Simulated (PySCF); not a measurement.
B(Cl)(H)(NCO) (CHBClNO), SMILES O=C=NBCl.

The structure is a stationary point at ωB97X-D3(BJ)/def2-SVP. One conformer was computed; it need not be the lowest.

Computed with TDA-PBE0/def2-SVPD run with PySCF 2.14.0.

Vertical excitations.  State labels are in the subgroup Cs.

Computed lowest excited states:
```
state  symmetry  energy (eV)  λ (nm)      f                              main pairs
-----  --------  -----------  ------  -----  --------------------------------------
S1           A"         5.26     236  0.001                          HOMO→LUMO 99 %
S2           A"         5.71     217  0.002                        HOMO−1→LUMO 99 %
S3           A'         6.50     191  0.191      HOMO−2→LUMO 83 %, HOMO→LUMO+2 13 %
S4           A'         7.68     162  0.052                        HOMO−3→LUMO 77 %
S5           A'         8.00     155  0.013                        HOMO→LUMO+1 90 %
S6           A"         8.00     155  0.000    HOMO−2→LUMO+2 72 %, HOMO−4→LUMO 11 %
S7           A"         8.23     151  0.006                        HOMO−4→LUMO 83 %
S8           A'         8.44     147  0.004  HOMO−1→LUMO+2 72 %, HOMO−1→LUMO+1 24 %
S9           A"         8.46     146  0.002                      HOMO−2→LUMO+1 93 %
S10          A'         8.56     145  0.002  HOMO−1→LUMO+1 66 %, HOMO−1→LUMO+2 26 %
T1           A"         4.99     249      0                          HOMO→LUMO 92 %
T2           A'         5.35     232      0                        HOMO−2→LUMO 95 %
T3           A"         5.42     229      0                        HOMO−1→LUMO 92 %
T4           A'         6.31     196      0                        HOMO−3→LUMO 93 %
```
Triplets are in the Tamm–Dancoff approximation.
